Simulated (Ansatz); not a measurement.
`CN[BH][AlH2]` → `[BH2][AlH2]` + `C=N` at 500 K and 1 bar (β-hydride elimination).

Program: Ansatz. Geometries: PBE0-D4/def2-TZVP. ΔE: electronic, gas phase. CCSD(T)/CBS is the MP2 limit (def2-TZVPP, def2-QZVPP) plus CCSD(T) − MP2 in def2-TZVPP, frozen cores. This one scheme is used for every species. One conformer a species, not always the lowest.

```
       species  CCSD(T)/CBS energy (Eh)  H − E (kJ/mol)  S (J/(mol·K))
`CN[BH][AlH2]`               -363.77062           258.6          394.1
 `[BH2][AlH2]`               -269.14094           113.4          300.6
         `C=N`                -94.52360           124.2          249.5
```

H − E and S are ideal-gas, rigid-rotor, harmonic terms from PBE0-D4/def2-TZVP, for one conformer and one mirror image of each species. 1 Eh = 2625.50 kJ/mol, R = 8.31446 J/(mol·K).

Question: By hand: ΔE, ΔH, ΔS and ΔG.

Answer: ΔE = (-269.14094) + (-94.52360) − (-363.77062) = 0.10608 Eh = 278.5 kJ/mol. Δ(H − E) = 113.4 + 124.2 − 258.6 = -21.0, so ΔH = 257.5 kJ/mol. ΔS = 300.6 + 249.5 − 394.1 = 156.0 J/(mol·K). ΔG = 257.5 − 500 × (156.0)/1000 = 179.5 kJ/mol.

Question: By hand: the equilibrium constant, and the temperature at which ΔG would vanish if ΔH and ΔS stayed fixed.

Answer: log₁₀ K = −ΔG/(RT ln 10) = -18.8. ΔG = 0 at ΔH/ΔS = 1651 K.

The number of gas molecules changes by +1, which sets the sign of ΔS. A doubt of 5 kJ/mol in ΔE shifts log₁₀ K by 0.5 here. Other conformers and mirror images would add mixing entropy, several J/(mol·K) or more a flexible species. These are equilibria of isolated gas molecules and say nothing of rates. Largest T1 diagnostic: 0.014 (customary marks: 0.02 for closed shells, 0.045 for open ones).
